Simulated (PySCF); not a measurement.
N⁺: ionisation energy

N⁺ [He] 2s2 2p2 (3P) → N²⁺ [He] 2s2 2p1 (2P), as a difference of total energies. Calculation: PySCF 2.14, in x2c-TZVPPall with one added diffuse shell each of s, p, d type (6s4p3d1f, 40 functions); scalar relativity by spin-free X2C-1e. Correlated levels: valence: 1s2 frozen. The calculations carry no spin-orbit coupling.

| method | ionisation energy (eV) | difference from reference (eV) |
| --- | --- | --- |
| UHF | 29.204 | -0.397 |
| MP2 (valence) | 29.613 | +0.012 |
| SCS-MP2 (valence) | 29.479 | -0.122 |
| CCSD (valence) | 29.459 | -0.142 |
| CCSD(T) (valence) | 29.474 | -0.127 |
| CCSDT (valence) | 29.476 | -0.125 |

Reference: 29.601 eV (semi-empirical (NIST evaluation); NIST Atomic Spectra Database, ionization energies).

Errors of the correlated levels include the incompleteness of this basis and the frozen core.
